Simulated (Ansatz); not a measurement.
Program: Ansatz. Geometries: PBE0-D4/def2-TZVP. ΔE: electronic, gas phase. CCSD(T)/CBS adds triple-zeta CCSD(T) − MP2 to the extrapolated MP2 energy (def2 sets, frozen cores). Functionals use def2-TZVPP. For Ga outer-core shells are correlated without core-valence functions, which leaves a few kJ/mol of doubt a bond. Scalar relativity is left out up to krypton. Each species was taken in one conformer, which may not be the lowest.

Reaction (formal exchange of groups at a B–O bond): `BOB[SiH3]` + `[CH3][GaH2]` → `B[CH2][GaH2]` + `OB[SiH3]`

`BOB[SiH3]`:

```xyz
10

B    -0.413    1.588   -1.663
O     0.089    0.508   -0.992
B    -0.256    0.154    0.284
Si    0.573   -1.478    1.158
H    -1.218    2.296   -1.126
H    -0.017    1.776   -2.775
H    -1.059    0.839    0.865
H     1.265   -1.062    2.412
H     1.546   -2.194    0.290
H    -0.510   -2.426    1.546
```

`[CH3][GaH2]`:

Cartesian coordinates in Å:
```
C -0.456 -0.108 0.774
Ga 0.506 0.129 -0.924
H 0.235 0.089 1.602
H -1.299 0.576 0.874
H -0.808 -1.135 0.891
H 1.459 -1.006 -1.456
H 0.362 1.454 -1.761
```

`B[CH2][GaH2]`:

```xyz
9

B     0.226   -1.192   -0.667
C    -0.072   -0.511    0.650
Ga   -0.128    1.424    0.104
H    -0.658   -1.450   -1.436
H     1.358   -1.405   -1.007
H    -1.087   -0.639    1.039
H     0.691   -0.548    1.429
H    -1.396    1.974   -0.635
H     1.067    2.347    0.523
```

`OB[SiH3]`:

Z-matrix (Å, degrees):
```
Si
B 1 2.027
H 1 1.492 2 109.6
H 1 1.488 2 113.7 3 -121.5
H 1 1.492 2 109.6 3 117.0
O 2 1.350 1 119.4 3 121.3
H 2 1.206 1 121.4 3 -58.6
H 6 0.962 2 113.7 1 -180.0
```

Is it downhill or uphill in electronic energy at CCSD(T)/CBS, and by how much? (Best estimate.)

Ansatz gave: Uphill: ΔE = +0.71 eV.

What do these levels give: BLYP-D4, ωB97M-V, CAM-B3LYP, LC-ωPBE, CCSD/def2-SVP, HF/def2-TZVPP? (Best estimate.)

Computed: BLYP-D4 0.69, ωB97M-V 0.71, CAM-B3LYP 0.79, LC-ωPBE 0.70, CCSD/def2-SVP 0.81, HF/def2-TZVPP 0.96 eV.

Largest T1 diagnostic among the species: 0.014.

From BLYP to BHLYP (50 % exact exchange), in def2-TZVPP and without D4, ΔE moves by +0.11 eV. Leaving LDA and LC-ωPBE aside and taking each functional with its dispersion term where it has one, the values, not all of them listed here, spread over 0.23 eV, from revPBE-D4 to BHLYP-D4.
